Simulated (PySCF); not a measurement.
Calculated NMR parameters of CO[C@@H]1C[C@]1([SiH3])C#N

- Formula: C5H9NOSi
- SMILES: CO[C@@H]1C[C@]1([SiH3])C#N
- Point group of the computed structure: C1
- Degrees of unsaturation: 3
- Carbon signals: 5
- Proton signals: 5

Atoms are numbered as in `[CH3:1][O:2][C@@H:3]1[CH2:4][C@:5]1([SiH3:6])[C:7]#[N:8]`. Hydrogens are named by the atom that carries them. Ha(C4) is cis to O2 on the ring; Hb(C4) is trans to O2 on the ring.

No solvent model, one conformer, one averaged value for each set of equivalent atoms, no relativistic terms. NMR shieldings at PBE0/pcSseg-1/GIAO; GFN2-xTB geometry; PySCF 2.14.

Shifts are taken against calculated references (same method and geometry level): ¹H (31.72 ppm) and ¹³C (186.93 ppm) and ²⁹Si (349.16 ppm) vs TMS; NH3 for ¹⁵N (267.73 ppm); ¹⁷O (336.08 ppm) against H2O.

```tsv
carbon	δC, type	δH (multiplicity)	HMBC from (2–3 bonds)	span of the C tensor (ppm)
C1	60.3, CH3	3.74 (s)	H(C3)	85
C3	66.7, CH	3.11 (m)	H(Si6), H(C1), Ha(C4), Hb(C4)	107
C4	21.5, CH2	Hb(C4) 0.94 (m); Ha(C4) 1.49 (m)	H(Si6), H(C3)	52
C5	-2.9, C	–	H(Si6), H(C3), Ha(C4), Hb(C4)	74
C7	125.3, C	–	H(Si6), H(C3), Ha(C4), Hb(C4)	350
```

Other nuclei:
```
 atoms  nucleus                        environment  δ (ppm)  σ (ppm)
H(Si6)       ¹H  hydrogen on a silicon bonded to C     3.96    27.76
   Si6     ²⁹Si           silicon bonded to C, 3 H    -56.5    405.7
    N8      ¹⁵N                   nitrile nitrogen    292.4    -24.7
    O2      ¹⁷O                       ether oxygen     41.0    295.1
```

Carbon types of the structure: 2 × C, 1 × CH, 1 × CH2, 1 × CH3, leaving 3 H on heteroatoms. δC 125.3: nitrile carbon; typical of a nitrile. δC 66.7, 21.5, -2.9: three-membered-ring carbon. δC 60.3: methyl carbon bonded to O; deshielded by the electronegative neighbour. δH 3.74: hydrogen on a methyl carbon bonded to O; its carbon carries O, an electronegative neighbour. δH 3.11, 1.49, 0.94: hydrogen on a three-membered-ring carbon.

Shifts are as computed. Against solution values, carbons near 30 ppm lie about +3 ppm off and those near 130 ppm about +5 ppm. Of 1211 compounds with measured shifts, 218 miss one by over three times the rms of a fit or turn the order of signals round; such compounds aren't used in these exercises. Experimental scales use liquid or dissolved standards, which lie at an offset from isolated NH3 (liquid NH3: subtract about 20 ppm) and H2O (liquid H2O: subtract about 36 ppm). Unscaled 15N shifts of sp2 nitrogen come out 20 to 40 ppm too high even then. No couplings were computed; multiplicities are counted from neighbouring protons, with m where these are inequivalent, close in shift, in a saturated or five-membered ring or joined by F or P, and br s for small geminal =CH2 splittings.
